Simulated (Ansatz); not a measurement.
Calculated with Ansatz (gas phase, PBE0-D4/def2-TZVP geometries, no zero-point term in ΔE). CCSD(T)/CBS adds triple-zeta CCSD(T) − MP2 to the extrapolated MP2 energy (def2 sets, frozen cores). This one scheme is used for every species. DFT in def2-TZVPP. One conformer a species, not always the lowest.

`O[Si](O)(Cl)Cl` + HCl → `O[Si](Cl)(Cl)Cl` + H₂O  (ligand exchange at the Si–O bond)

```tsv
level	ΔE (kJ/mol)	difference from CCSD(T)/CBS
revPBE-D4	7.7	-7.4
B97M-V	18.4	3.3
ωB97X-V	17.9	2.8
ωB97M-V	17.0	1.9
PBE-QIDH	15.6	0.5
revPBE	10.3	-4.8
PBE0	13.8	-1.3
r2SCAN0	18.5	3.4
BHLYP	25.3	10.2
HF/CBS(def2)	30.4	15.3
CCSD(T)/CBS	15.1	0
```

Largest T1 diagnostic among the species: 0.010.

Leaving LDA and LC-ωPBE aside and taking each functional with its dispersion term where it has one, the values, not all of them listed here, spread over 15.8 kJ/mol, from revPBE-D4 to CAM-B3LYP-D4. LDA lies +6.1 kJ/mol from PBE without D4. In def2-TZVPP, CCSD(T) changes the Hartree–Fock value by −8.7 kJ/mol (the triples alone add −2.2 kJ/mol) and MP2 by −14.5 kJ/mol.
